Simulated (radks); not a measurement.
Q: Valence configurations of Se (all share [Ar]). Calculated with a radial shooting solver on a logarithmic mesh with Libxc functionals: Dirac Kohn-Sham, PBE, spin-unpolarised, spherical densities, finite nucleus; open shells fill j = l - 1/2 first; Fermi nuclear charge, rms radius 4.14 fm. Order these by energy: 3d10 4s1 4p5; 3d9 4s1 4p6; 3d9 4s2 4p5; 3d10 4s1.5 4p4.5; 3d10 4s2 4p4; 3d8 4s2 4p6; 3d9.5 4s2 4p4.5; 3d10 4p6.

A: From the lowest, in eV above it: 3d10 4s2 4p4 0.000; 3d10 4s1.5 4p4.5 5.468; 3d10 4s1 4p5 10.992; 3d10 4p6 22.198; 3d9.5 4s2 4p4.5 24.409; 3d9 4s2 4p5 51.378; 3d9 4s1 4p6 63.341; 3d8 4s2 4p6 113.25. NIST lists [Ar] 3d10 4s2 4p4 as the ground configuration; this level of theory agrees among the configurations tried. The energies are those of spherical spin-averaged densities, not of single terms.
